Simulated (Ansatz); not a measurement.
Program: Ansatz. Geometries: PBE0-D4/def2-TZVP. ΔE: electronic, gas phase. CBS: MP2 limit from def2 TZ/QZ plus the TZ coupled-cluster correction, frozen cores. Functionals use def2-TZVPP. For As, Ga outer-core shells are correlated without core-valence functions, which leaves a few kJ/mol of doubt a bond. Scalar relativity is left out up to krypton. One conformer a species, not always the lowest.

`[SiH3]CB[AsH2]` + `[OH][GaH2]` → `[OH][GaH][CH2][SiH3]` + `B[AsH2]`  (formal exchange of groups at a C–B bond)

`[SiH3]CB[AsH2]`:

Cartesian coordinates in Å:
```
Si -0.847 1.465 -0.682
C 0.132 -0.137 -0.930
B -0.106 -1.025 0.302
As 0.942 -0.841 2.010
H -0.297 2.227 0.469
H -0.741 2.299 -1.908
H -2.281 1.174 -0.423
H 1.168 0.180 -1.085
H -0.266 -0.567 -1.855
H -1.071 -1.733 0.355
H 2.333 -0.724 1.416
H 1.033 -2.319 2.330
```

`[OH][GaH2]`:

```xyz
5

O     0.590   -1.001    0.527
Ga   -0.423    0.342   -0.080
H     1.471   -1.027    0.150
H     0.214    1.308   -1.132
H    -1.852    0.378    0.535
```

`[OH][GaH][CH2][SiH3]`:

```xyz
11

O    -2.048    1.004   -1.113
Ga   -0.582    0.078   -1.562
C     0.922    0.098   -0.294
Si    0.458   -0.519    1.404
H    -2.002    1.422   -0.251
H    -0.690   -0.648   -2.935
H     1.750   -0.491   -0.700
H     1.266    1.134   -0.203
H    -0.614    0.343    1.977
H    -0.070   -1.909    1.330
H     1.609   -0.511    2.348
```

`B[AsH2]`:

Cartesian coordinates in Å:
```
B -0.620 -0.330 0.614
As 0.923 -0.208 -0.619
H -0.460 -0.114 1.777
H -1.654 -0.773 0.218
H 0.248 0.350 -1.852
H 1.562 1.075 -0.137
```

```json
{"species": "`[SiH3]CB[AsH2]`", "r2SCAN-D4 energy (Eh)": "-2593.07663"}
{"species": "`[OH][GaH2]`", "r2SCAN-D4 energy (Eh)": "-2001.88006"}
{"species": "`[OH][GaH][CH2][SiH3]`", "r2SCAN-D4 energy (Eh)": "-2331.87628"}
{"species": "`B[AsH2]`", "r2SCAN-D4 energy (Eh)": "-2263.07172"}
```

Problem. Work out ΔE.

Solution. ΔE = (-2331.87628) + (-2263.07172) − (-2593.07663) − (-2001.88006) = 0.00869 Eh = +0.24 eV. CCSD(T)/CBS gives +0.14 eV.

Largest T1 diagnostic among the species: 0.015.
